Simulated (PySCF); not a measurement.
**Correlation energy of Gd (gadolinium, neutral)**

[Xe] 4f8 5d1 6s1, one real determinant (an excited configuration). Calculation: PySCF 2.14, in cc-pVDZ-X2C; scalar relativity by spin-free X2C-1e. Frozen: [Ar] 3d10; 36 electrons correlated.

MP2 pair energies summed by pair of shells (mhartree):

| pair | energy | share (%) |
| --- | --- | --- |
| 4f-4f | -163.73 | 17.3 |
| 4d-4f | -153.44 | 16.2 |
| 4f-5p | -151.15 | 15.9 |
| 5p-5p | -108.10 | 11.4 |
| 4d-4d | -87.10 | 9.2 |
| 4d-5p | -63.96 | 6.7 |
| 4f-5s | -31.10 | 3.3 |
| 5s-5p | -30.42 | 3.2 |
| 4p-4d | -25.20 | 2.7 |
| 4p-4f | -24.02 | 2.5 |
| 4d-5s | -20.00 | 2.1 |
| 5p-5d | -18.69 | 2.0 |
| 5p-6s | -13.38 | 1.4 |
| 4f-5d | -9.02 | 0.9 |
| 4p-4p | -7.31 | 0.8 |
| 5s-5s | -5.69 | 0.6 |
| 4p-5p | -5.64 | 0.6 |
| 4s-4f | -5.03 | 0.5 |
| 4s-4d | -4.88 | 0.5 |
| 4f-6s | -4.86 | 0.5 |
| 5d-6s | -3.13 | 0.3 |
| 4p-5s | -3.00 | 0.3 |
| 4s-4p | -2.51 | 0.3 |
| 4d-5d | -2.40 | 0.3 |
| 5s-5d | -1.83 | 0.2 |
| 4d-6s | -1.29 | 0.1 |
| 5s-6s | -0.62 | 0.1 |
| 4s-4s | -0.56 | 0.1 |
| 4s-5p | -0.55 | 0.1 |
| 4s-5s | -0.24 | 0.0 |

Total MP2 correlation energy: -949.13 mhartree.

Same-spin part -406.54 and opposite-spin part -542.59 mhartree; SCS-MP2 scales them by 1/3 and 6/5 to -786.62 mhartree.

The reference is one real determinant that mixes LS terms of this configuration.

This basis was not built for core-valence correlation, so the inner-shell part is incomplete.
